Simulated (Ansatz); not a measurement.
Stepwise reaction of `O[SiH](Cl)[GeH2][Cl]` with hydrogen, as a gas-phase model of exchange steps in deposition or etching. ΔE in kJ/mol.

Program: Ansatz. Geometries: PBE0-D4/def2-TZVP. ΔE: electronic, gas phase. CBS: MP2 limit from def2 TZ/QZ plus the TZ coupled-cluster correction, frozen cores. This one scheme is used for every species. DFT in def2-TZVPP. B3LYP here is the variant with VWN-RPA as its local correlation; programs differ in this. For Ge outer-core shells are correlated without core-valence functions, which leaves a few kJ/mol of doubt a bond. Scalar relativity is left out up to krypton. One conformer a species, not always the lowest.

| step | reaction | PBE-D4 | B3LYP-D4 | ωB97M-V | CCSD(T)/CBS |
| --- | --- | --- | --- | --- | --- |
| 1 | `O[SiH](Cl)[GeH2][Cl]` + H₂ → `O[SiH](Cl)[GeH3]` + HCl | 56.9 | 58.1 | 55.9 | 53.2 |
| 2 | `O[SiH](Cl)[GeH3]` + H₂ → `O[SiH2][GeH3]` + HCl | 93.6 | 91.3 | 92.5 | 91.1 |

Question: By hand: ΔE of the 2 steps together at CCSD(T)/CBS.

Answer: (53.2) + (91.1) = 144.3 kJ/mol, or 72.2 kJ/mol a step.

In ΔE each step is higher than the one before. All are uphill at CCSD(T)/CBS. PBE-D4 differs from CCSD(T)/CBS by 2.5 to 3.7 kJ/mol a step. Only this route is followed, and other bonds may react first. Isolated molecules leave out the surface, adducts and barriers. Largest T1 diagnostic: 0.012.
